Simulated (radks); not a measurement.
The numbers below are computed, except where a source is named.
Problem. Radial electron density D(r) = 4 pi r^2 rho(r) of an atom or ion with 31 electrons. Code: a radial shooting solver on a logarithmic mesh with Libxc functionals. Model: Dirac Kohn-Sham, PBEsol, spin-unpolarised, spherical densities, finite nucleus; Fermi nuclear charge, rms radius of each element as measured or else 0.836 A^(1/3) + 0.57 fm.

| r (bohr) | D(r) (e/bohr) |
|---|---|
| 0.002183 | 1.673 |
| 0.002481 | 2.101 |
| 0.00282 | 2.631 |
| 0.00323 | 3.330 |
| 0.003672 | 4.141 |
| 0.004173 | 5.129 |
| 0.004743 | 6.322 |
| 0.005434 | 7.851 |
| 0.006176 | 9.567 |
| 0.007019 | 11.58 |
| 0.007978 | 13.90 |
| 0.00914 | 16.72 |
| 0.01039 | 19.69 |
| 0.01181 | 22.93 |
| 0.01342 | 26.36 |
| 0.01537 | 30.09 |
| 0.01747 | 33.51 |
| 0.01986 | 36.64 |
| 0.02257 | 39.27 |
| 0.02586 | 41.26 |
| 0.02939 | 42.19 |
| 0.0334 | 42.12 |
| 0.03796 | 41.10 |
| 0.04349 | 39.24 |
| 0.04943 | 37.24 |
| 0.05618 | 35.56 |
| 0.06386 | 34.83 |
| 0.07316 | 35.62 |
| 0.08315 | 37.99 |
| 0.0945 | 41.59 |
| 0.1074 | 45.55 |
| 0.1231 | 48.81 |
| 0.1399 | 49.70 |
| 0.159 | 47.74 |
| 0.1807 | 43.04 |
| 0.207 | 36.29 |
| 0.2352 | 30.17 |
| 0.2674 | 26.10 |
| 0.3039 | 25.04 |
| 0.3482 | 26.76 |
| 0.3957 | 29.37 |
| 0.4497 | 30.88 |
| 0.5111 | 29.83 |
| 0.5856 | 25.68 |
| 0.6656 | 19.97 |
| 0.7564 | 14.15 |
| 0.8597 | 9.567 |
| 0.985 | 6.695 |
| 1.119 | 5.609 |
| 1.272 | 5.333 |
| 1.446 | 5.113 |
| 1.657 | 4.468 |
| 1.883 | 3.459 |
| 2.14 | 2.314 |
| 2.432 | 1.319 |
| 2.787 | 0.6020 |
| 3.167 | 0.2385 |
| 3.6 | 0.07729 |
| 4.091 | 0.01991 |
| 4.687 | 0.003541 |
| 5.327 | 0.0005156 |

What is the nuclear charge?

Solution. Z = 34. The innermost maximum, from 1s, lies near gamma/Z bohr with gamma = sqrt(1 - (Z/c)^2) = 0.969, here 0.0285 bohr (found: 0.0311), and its height grows with Z. The density is that of the selenium ion Se3+ in [Ar] 3d7 4p6; the configuration itself is not fixed sharply by these data, and Z only to about a unit. D(r) has 3 maxima, at r = 0.0311, 0.137, 0.457 bohr, and minima at 0.0644, 0.299 bohr, inside which lie 2.08, 10.95 electrons.
